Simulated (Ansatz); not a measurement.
Species: C5H11N, charge 0, multiplicity 1. SMILES: NC1CCCC1
Coordinates optimised at B3LYP-D3(BJ)/def2-TZVP (Ansatz, a first-principles code):
```
C
H 1 1.1028
N 1 1.4606 2 112.56
H 3 1.0139 1 110.66 2 59.10
H 3 1.0139 4 106.82 1 120.53
C 1 1.5293 2 108.16 3 124.89
H 6 1.0919 1 113.02 2 -49.23
H 6 1.0932 7 107.62 1 118.88
C 1 1.5293 2 108.16 3 -124.89
H 9 1.0919 1 113.02 2 49.23
H 9 1.0932 10 107.62 1 -118.88
C 9 1.5393 10 112.92 11 -122.82
H 12 1.0900 9 111.57 10 89.86
H 12 1.0912 13 106.67 9 120.92
C 6 1.5393 7 112.92 8 122.82
H 15 1.0900 6 111.57 7 -89.86
H 15 1.0912 16 106.67 6 -120.92
```
Charge 0, spin multiplicity 1.

Computed values are from Ansatz. Correlated levels leave the core frozen unless marked. Open shells are spin-unrestricted. Spin-orbit coupling is left out. Non-relativistic. Basis-set limits of correlation are two-point, X^-3; Hartree-Fock from the larger set.

```json
{
  "atomisation energy De": "6818.5 kJ/mol at CCSD(T)/CBS(cc-pVTZ,cc-pVQZ)",
  "total_energy": "-251.5738 Eh at CCSD(T)/CBS(cc-pVTZ,cc-pVQZ)",
  "dipole_moment": "1.22 D at CCSD(T)/aug-cc-pVDZ",
  "T1 diagnostic": "0.009 at CCSD/cc-pVQZ",
  "measured enthalpy of formation, 298 K": "-54.9 kJ/mol (CRC Handbook, as tabulated in the package chemicals; older table, unchecked)"
}
```
